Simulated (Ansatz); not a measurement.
```xyz
3

H     0.0000    0.0000   -1.4462
Be    0.0000    0.0000    0.0000
H     0.0000    0.0000    1.4462
```

Basis set: cc-pVDZ (spherical functions). All electrons are correlated. Charge 0, multiplicity 1.

Computed with Ansatz (development build ahead of 0.2.0); each method stands on the lowest determinant of its kind that the runs found. Restricted open shells among the atoms or ions are ROHF, correlated in semicanonical orbitals with singles.

The atomization energy at this shape (free ground-state atoms in the same class of orbitals less the molecule, no zero-point energy) of singlet BeH₂:

| method | atomization energy |
| --- | --- |
| RHF | 500.4 kJ/mol |

(1) What does RHF-MP2 give?

## Answers

(1) 566.8 kJ/mol. Caution: the shape is not the minimum.
